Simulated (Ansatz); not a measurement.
`C[SiH2]OB(N)F` + `[NH2][AlH2]` → `C[SiH2][NH][AlH2]` + `NB(O)F`  (ligand exchange at the Si–O bond)

Isolated molecules relaxed with PBE0-D4/def2-TZVP in Ansatz; ΔE leaves out vibrations. CBS: MP2 limit from def2 TZ/QZ plus the TZ coupled-cluster correction, frozen cores. This one scheme is used for every species. Functionals use def2-TZVPP. B3LYP here is the variant with VWN-RPA as its local correlation; programs differ in this. Each species was taken in one conformer, which may not be the lowest.

```tsv
level	ΔE (kJ/mol)	difference from CCSD(T)/CBS
PBE-D4	43.8	-4.9
r2SCAN-D4	50.2	1.5
PBE0-D4	45.0	-3.7
B3LYP-D4	51.8	3.1
ωB97X-V	50.8	2.1
ωB97M-V	49.9	1.2
B2PLYP	52.3	3.6
PBE	45.3	-3.4
r2SCAN	50.4	1.7
PBE0	46.3	-2.4
B3LYP	54.3	5.6
HF/def2-TZVPP	59.9	11.2
MP2/def2-TZVPP	47.1	-1.6
SCS-MP2/def2-TZVPP	49.9	1.2
CCSD/def2-TZVPP	49.8	1.1
CCSD(T)/def2-TZVPP	47.8	-0.9
HF/def2-QZVPP	60.6	11.9
MP2/def2-QZVPP	47.8	-0.9
SCS-MP2/def2-QZVPP	50.5	1.8
HF/CBS(def2)	60.7	12.0
MP2/CBS(def2)	48.0	-0.7
CCSD/CBS(def2)	50.7	2.0
CCSD(T)/CBS	48.7	0
```

Largest T1 diagnostic among the species: 0.011.

In def2-TZVPP, CCSD(T) changes the Hartree–Fock value by −12.1 kJ/mol (the triples alone add −2.0 kJ/mol) and MP2 by −12.9 kJ/mol.
